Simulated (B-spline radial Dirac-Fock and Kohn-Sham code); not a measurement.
Dipole and non-dipole photoemission parameters of Zr⁴⁺ 4s

System: Zr⁴⁺ in the configuration [Ar] 3d10 4s2 4p6; threshold 103.2 eV (orbital energy of the model). Calculated with a radial B-spline solver, using Dirac-Hartree-Slater photoionisation with a Latter tail; cross sections with all multipoles, angular parameters from the dipole term and its interference with E2.

The run's input, task.json:

```json
{"items": [{
  "Z": 40,
  "q": 4,
  "cfg": [[1, 0, 2], [2, 0, 2], [2, 1, 6], [3, 0, 2], [3, 1, 6], [3, 2, 10], [4, 0, 2], [4, 1, 6]],
  "A": 90,
  "rrms": 4.2694,
  "do": "xps",
  "hv": [60, 76.3, 80, 83.6, 95.2, 95.6, 96.3, 100, 107.0, 136.0, 150, 200, 269.0, 493.0, 509.0, 561.0, 591.0, 600, 1540.0, 1810.0, 1910.0, 2380.0, 3110.0, 5414.7, 6000, 9400.0, 10000.0, 10600.0, 11600.0, 13400.0]
}]}
```

Launch: `python xray2_run.py task.json out`

For linearly polarised light dσ/dΩ = σ/(4π) [1 + β P₂(cos θ) + (δ + γ cos²θ) sin θ cos φ], with θ from the polarisation vector and φ the angle between the beam and the projection of the electron momentum on the plane normal to the polarisation.

```tsv
hν (eV)	σ (kb)	β	γ
136	193	1.987	0.208
150	175	1.989	0.235
200	126	1.991	0.275
269	84.3	1.993	0.282
493	33.4	1.995	0.207
509	31.7	1.995	0.200
561	27.2	1.995	0.180
591	25.0	1.995	0.168
600	24.4	1.995	0.165
1540	4.92	1.997	-0.058
1810	3.67	1.997	-0.077
1910	3.32	1.997	-0.080
2380	2.20	1.997	-0.076
3110	1.31	1.997	-0.024
5414.7	0.425	1.997	0.278
6000	0.342	1.997	0.364
9400	0.128	1.997	0.855
10000	?	?	?
10600	0.0975	1.996	1.019
11600	0.0793	1.996	1.151
13400	0.0566	1.996	1.376
```

Problem. Give the values at 10000 eV.

Solution. σ = 0.111 kb, β = 1.997, γ = 0.938. For an s subshell δ is negligible.
